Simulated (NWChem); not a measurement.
System: GeNH5; SMILES [NH2][GeH3]

```xyz
7

Ge    -0.0066    -0.3634     0.0000
N     -0.0696     1.4993     0.0000
H     -0.7488    -0.8340    -1.2717
H     -0.7488    -0.8340     1.2717
H      1.4231    -0.9862     0.0000
H      0.3870     1.8935    -0.8199
H      0.3870     1.8935     0.8199
```
Atoms are numbered in this order, from 1.

All runs: NWChem. The geometry was optimised at B3LYP/6-31G* (spherical d). Ions are spin-unrestricted doublets at the neutral geometry; other ion states weren't tried.

For level PBE/def2-SVP:

```
Item           Value
-------------  -----
−ε(HOMO) (eV)   5.67
```

Q: Estimate the same quantities for level B3LYP/def2-SVP.

A: 
- −ε(HOMO) (eV) = 6.89
